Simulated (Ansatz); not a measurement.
`[SiH3]OB(S)Cl` + `[OH][Cd][F]` → `FB(S)Cl` + `[OH][Cd][O][SiH3]`  (redistribution)

Program: Ansatz. Geometries: PBE0-D4/def2-TZVP. ΔE: electronic, gas phase. CCSD(T)/CBS is the MP2 limit (def2-TZVPP, def2-QZVPP) plus CCSD(T) − MP2 in def2-TZVPP, frozen cores. Functionals use def2-TZVPP. def2 core potentials past Kr. For Cd outer-core shells are correlated without core-valence functions, which leaves a few kJ/mol of doubt a bond. Each species was taken in one conformer, which may not be the lowest.

Is it downhill or uphill in electronic energy at CCSD(T)/CBS, and by how much? (An estimate is asked.)

The calculation gave: Uphill: ΔE = +0.8 kcal/mol.

What do these levels give: revPBE-D4, BLYP, CCSD(T)/def2-TZVPP, MP2/def2-QZVPP, HF/CBS(def2), CCSD/CBS(def2)? (An estimate is asked.)

Computed: revPBE-D4 1.8, BLYP 0.3, CCSD(T)/def2-TZVPP -1.6, MP2/def2-QZVPP -0.6, HF/CBS(def2) 1.0, CCSD/CBS(def2) 1.1 kcal/mol.

Largest T1 diagnostic among the species: 0.017.

In def2-TZVPP, CCSD(T) changes the Hartree–Fock value by −1.8 kcal/mol (the triples alone add −0.3 kcal/mol) and MP2 by −2.4 kcal/mol. Leaving LDA and LC-ωPBE aside and taking each functional with its dispersion term where it has one, the values, not all of them listed here, spread over 2.6 kcal/mol, from PBE-QIDH to BLYP-D4. The D4 term adds +1.2 kcal/mol with B3LYP and +0.7 kcal/mol with PBE0; it sums over pairs of atoms, weighted by their polarisabilities, and B3LYP, whose exchange is more repulsive, gets the larger term.

B3LYP here is the variant with VWN-RPA as its local correlation; programs differ in this.
